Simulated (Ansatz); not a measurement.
System: CdSe, charge 0, singlet. CdSe (SMILES [Se]=[Cd]).
B3LYP-D3(BJ)/def2-TZVP minimum from Ansatz (a quantum-chemistry and plane-wave program):
```
Cd
Se 1 2.3922
```

Total energies in def2-SVP, 18 correlated electrons, 18 frozen orbitals. Open shells are spin-unrestricted; no spin-orbit coupling. Cores are frozen in correlated methods (noble-gas shells, and filled d and f shells in the p block). Past Kr the def2 sets carry scalar-relativistic core potentials. The restricted determinant of CdSe ([Se]=[Cd], singlet) is unstable towards broken spin symmetry in at least one set run.

```csv
method,program,energy (Eh),minus CCSDT(Q) (mEh)
HF,Ansatz,-2566.35382,408.69
MP2,Ansatz,-2566.74891,13.59
CCSD,Ansatz,-2566.74808,14.43
CCSD(T),Ansatz,-2566.76097,1.54
CCSDT(Q),Ansatz,-2566.76251,0.00
```

Rough core times of Ansatz's runs on a shared machine: CCSD(T) under 20 s, CCSDT(Q) 30 s.
